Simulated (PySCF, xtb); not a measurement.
Si(F)2(OH)(SeH) (F₂H₂OSeSi), SMILES [Si](F)(F)(O)[SeH]. The values are those of a single conformer.

Harmonic wavenumbers (cm⁻¹) from xtb with GFN2-xTB at its own minimum, in rising order: 99, 133, 145, 199, 227, 239, 252, 426, 636, 752, 826, 923, 987, 2065, 3672.

Q: What does PBE0-D3(BJ)/def2-SVP run with PySCF 2.14.0 give at its own minimum? (The exact figures need the calculation; the answer reports its results.)

A: 147, 169, 173, 260, 281, 310, 335, 481, 670, 783, 844, 989, 1005, 2454, 3939. Paired by order, the mean absolute difference is 84 cm⁻¹ and the zero-point energies are 16.6 and 18.4 kcal/mol.
